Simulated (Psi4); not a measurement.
F4Zr, triplet, geometry from GFN2-xTB (such geometries of metal compounds can be far from the true shape) (the multiplicity is a formal guess) (core potentials on Zr); R2SCAN/def2-SVP (Psi4).

The Psi4 input:
```
memory 2 GB

molecule mol {
0 3
Zr    0.000000   -0.000000   -0.000000
F     1.321673    0.546186   -1.300378
F     1.154487   -0.894620    1.266072
F    -1.370859   -0.649760   -1.197782
F    -1.105301    0.998193    1.232089
}

set {
  basis def2-svp
  reference uks
  dft_radial_points 35
}

energy('r2scan')
print_variables()
```

It wrote (shortened):

```
   => Loading Basis Set <=

    Name: DEF2-SVP
    Role: ORBITAL
    Keyword: BASIS

    !!!  WARNING: ECP capability is in beta. Please check occupations closely.  !!!

         ---------------------------------------------------------
                                   SCF
               by Justin Turney, Rob Parrish, Andy Simmonett
                          and Daniel G. A. Smith
                              UKS Reference
         ---------------------------------------------------------

  ==> Geometry <==

    Molecular point group: c1
    Full point group: C1

    Geometry (in Angstrom), charge = 0, multiplicity = 3:

       Center              X                  Y                   Z               Mass
    ------------   -----------------  -----------------  -----------------  -----------------
         ZR           0.000000000000     0.000000114518    -0.000000114518    89.904697700000
         F            1.321673000000     0.546186114518    -1.300378114518    18.998403162730
         F            1.154487000000    -0.894619885482     1.266071885482    18.998403162730
         F           -1.370859000000    -0.649759885482    -1.197782114518    18.998403162730
         F           -1.105301000000     0.998193114518     1.232088885482    18.998403162730

  Running in c1 symmetry.

  Rotational constants: A =      0.10210  B =      0.10210  C =      0.07094 [cm^-1]
  Rotational constants: A =   3060.92986  B =   3060.92911  C =   2126.74572 [MHz]
  Nuclear repulsion =  200.669210314235528

  Charge       = 0
  Multiplicity = 3
  Electrons    = 48
  Nalpha       = 25
  Nbeta        = 23

  ==> Algorithm <==

  SCF Algorithm Type is DF.
  DIIS enabled.
  MOM disabled.
  Fractional occupation disabled.
  Guess Type is SAD.
  Energy threshold   = 1.00e-06
  Density threshold  = 1.00e-06
  Integral threshold = 1.00e-12

  ==> Primary Basis <==

  Basis Set: DEF2-SVP
    Blend: DEF2-SVP
    Number of shells: 35
    Number of basis functions: 87
    Number of Cartesian functions: 96
    Spherical Harmonics?: true
    Max angular momentum: 3

  Core potential: DEF2-SVP
    Number of shells: 4
    Number of ECP primitives: 14
    Number of ECP core electrons: 28
    Max angular momentum: 3

  ==> DFT Potential <==

   => LibXC <=

    Version 7.1.2
    S. Lehtola, C. Steigemann, M. J. T. Oliveira, and M. A. L. Marques,  SoftwareX 7, 1–5 (2018) (10.1016/j.softx.2017.11.002)

   => Composite Functional: R2SCAN <=

    r2SCAN Meta-GGA XC Functional  (0.1021/acs.jpclett.0c02405)
    J. W. Furness, A. D. Kaplan, J. Ning, J. P. Perdew, J. Sun  J. Phys. Chem. Lett.  11, 8208–8215, 2020

    Deriv               =              1
    GGA                 =           TRUE
    Meta                =           TRUE

    Exchange Hybrid     =          FALSE
    MP2 Hybrid          =          FALSE

   => Exchange Functionals <=

    1.0000   XC_MGGA_X_R2SCAN

   => Correlation Functionals <=

    1.0000   XC_MGGA_C_R2SCAN

   => LibXC Density Thresholds  <==

    XC_MGGA_C_R2SCAN:  1.00E-15
    XC_MGGA_X_R2SCAN:  1.00E-11

   => Molecular Quadrature <=

    Radial Scheme          =       TREUTLER
    Pruning Scheme         =           NONE
    Nuclear Scheme         =       TREUTLER

    Blocking Scheme        =         OCTREE
    BS radius alpha        =              1
    Pruning alpha          =              1
    Radial Points          =             35
    Spherical Points       =            302
    Total Points           =          52060
    Total Blocks           =            471
    Max Points             =            256
    Max Functions          =             85
    Weights Tolerance      =       1.00E-15

   => Loading Basis Set <=

    Name: (DEF2-SVP AUX)
    Role: JKFIT
    Keyword: DF_BASIS_SCF

  ==> Integral Setup <==

  SCF_SUBTYPE=INCORE selected. In-core MEM_DF algorithm will be used.
  Using in-core AOs.

  ==> MemDFJK: Density-Fitted J/K Matrices <==

    J tasked:                   Yes
    K tasked:                    No
    wK tasked:                   No
    Algorithm:                 Core
    Schwarz Cutoff:           1E-12
    Mask sparsity (%):       3.6993
    Fitting Condition:        1E-10

   => Auxiliary Basis Set <=

  Basis Set: (DEF2-SVP AUX)
    Blend: DEF2-UNIVERSAL-JKFIT
    Number of shells: 149
    Number of basis functions: 563
    Number of Cartesian functions: 756
    Spherical Harmonics?: true
    Max angular momentum: 6

  Minimum eigenvalue in the overlap matrix is 2.0747979518E-02.
  Reciprocal condition number of the overlap matrix is 5.8239074462E-03.
    Using symmetric orthogonalization.

  ==> Pre-Iterations <==

  SCF Guess: Superposition of Atomic Densities via on-the-fly atomic UHF (no occupation information).

   -------------------------
    Irrep   Nso     Nmo
   -------------------------
     A         87      87
   -------------------------
    Total      87      87
   -------------------------

  ==> Iterations <==

                           Total Energy        Delta E     RMS |[F,P]|

   @DF-UKS iter SAD:  -444.72108195389853   -4.44721e+02   0.00000e+00
   @DF-UKS iter   1:  -445.75926223510817   -1.03818e+00   9.88923e-03 DIIS/ADIIS
   @DF-UKS iter   2:  -443.09271637182519    2.66655e+00   3.23592e-02 DIIS/ADIIS
   @DF-UKS iter   3:  -445.69889479032452   -2.60618e+00   9.75410e-03 DIIS/ADIIS
   @DF-UKS iter   4:  -445.79974812410740   -1.00853e-01   8.76889e-03 DIIS/ADIIS
   @DF-UKS iter   5:  -445.83695144701244   -3.72033e-02   7.44524e-03 DIIS/ADIIS
   @DF-UKS iter   6:  -445.88398754293041   -4.70361e-02   6.57318e-03 DIIS/ADIIS
   @DF-UKS iter   7:  -445.90081964648721   -1.68321e-02   6.17490e-03 DIIS/ADIIS
   @DF-UKS iter   8:  -445.94899764381483   -4.81780e-02   5.05975e-03 DIIS/ADIIS
   @DF-UKS iter   9:  -446.05258597573379   -1.03588e-01   9.73168e-04 DIIS/ADIIS
   @DF-UKS iter  10:  -446.04176720173672    1.08188e-02   1.91479e-03 DIIS/ADIIS
   @DF-UKS iter  11:  -446.05547492589517   -1.37077e-02   5.62917e-04 DIIS/ADIIS
   @DF-UKS iter  12:  -446.05612850920215   -6.53583e-04   4.23111e-04 DIIS/ADIIS
   @DF-UKS iter  13:  -446.05641277779341   -2.84269e-04   3.38034e-04 DIIS/ADIIS
   @DF-UKS iter  14:  -446.05683879745408   -4.26020e-04   1.27094e-04 DIIS/ADIIS
   @DF-UKS iter  15:  -446.05678325496069    5.55425e-05   1.80857e-04 DIIS/ADIIS
   @DF-UKS iter  16:  -446.05685401907448   -7.07641e-05   1.27572e-04 DIIS/ADIIS
   @DF-UKS iter  17:  -446.05691913879173   -6.51197e-05   4.34427e-05 DIIS
   @DF-UKS iter  18:  -446.05692731034225   -8.17155e-06   1.59310e-05 DIIS
   @DF-UKS iter  19:  -446.05692783545447   -5.25112e-07   1.85924e-05 DIIS
   @DF-UKS iter  20:  -446.05692932647821   -1.49102e-06   7.76124e-06 DIIS
   @DF-UKS iter  21:  -446.05692968043206   -3.53954e-07   6.36928e-06 DIIS
   @DF-UKS iter  22:  -446.05692974345880   -6.30267e-08   5.66760e-06 DIIS
   @DF-UKS iter  23:  -446.05692987752212   -1.34063e-07   1.62899e-06 DIIS
   @DF-UKS iter  24:  -446.05692989294289   -1.54208e-08   9.34168e-07 DIIS
  Energy and wave function converged.

  ==> Post-Iterations <==

   Electrons on quadrature grid:
      Nalpha   =   25.0004458942 ; deviation = 4.459e-04
      Nbeta    =   23.0004548766 ; deviation = 4.549e-04
      Ntotal   =   48.0009007708 ; deviation = 9.008e-04

   @Spin Contamination Metric:   4.833453012E-03
   @S^2 Expected:                2.000000000E+00
   @S^2 Observed:                2.004833453E+00
   @S   Expected:                1.000000000E+00
   @S   Observed:                1.000000000E+00

    Orbital Energies [Eh]
    ---------------------

    Alpha Occupied:

[...]
      25A     -0.133936

    Alpha Virtual:

[...]
    Beta Occupied:

[...]
    Beta Virtual:

[...]
      87A     33.530728

    Final Occupation by Irrep:
              A
    DOCC [    23 ]
    SOCC [     2 ]
    NA   [    25 ]
    NB   [    23 ]

  @DF-UKS Final Energy:  -446.05692989294289

   => Energetics <=

    Nuclear Repulsion Energy =            200.6692103142355279
    One-Electron Energy =               -1036.0892101218908010
    Two-Electron Energy =                 436.9924893741630285
    DFT Exchange-Correlation Energy =     -47.6294194594506877
    Empirical Dispersion Energy =           0.0000000000000000
    VV10 Nonlocal Energy =                  0.0000000000000000
    Total Energy =                       -446.0569298929428896

  UHF NO Occupations:
  HONO-2 :   23  A 1.9989187
  HONO-1 :   24  A 1.0000000
  HONO-0 :   25  A 1.0000000
  LUNO+0 :   26  A 0.0010813
  LUNO+1 :   27  A 0.0003591
  LUNO+2 :   28  A 0.0003589
  LUNO+3 :   29  A 0.0003422

Computation Completed

Properties will be evaluated at   0.000000,   0.000000,   0.000000 [a0]

Properties computed using the SCF density matrix

 Multipole Moments:

 ------------------------------------------------------------------------------------
     Multipole            Electronic (a.u.)      Nuclear  (a.u.)        Total (a.u.)
 ------------------------------------------------------------------------------------

 L = 1.  Multiply by 2.5417464519 to convert [e a0] to [Debye]
 Dipole X            :         -0.0003628           -0.0000000           -0.0003628
 Dipole Y            :          0.0001878           -0.0000066            0.0001812
 Dipole Z            :         -0.0000818            0.0000066           -0.0000752
 Magnitude           :                                                    0.0004125

 ------------------------------------------------------------------------------------

  Variable Map:
  ----------------------------------------------------------------------------
[...]
  Array Variable Map:
  ----------------------------------------------------------------------------
[...]
[...]
```
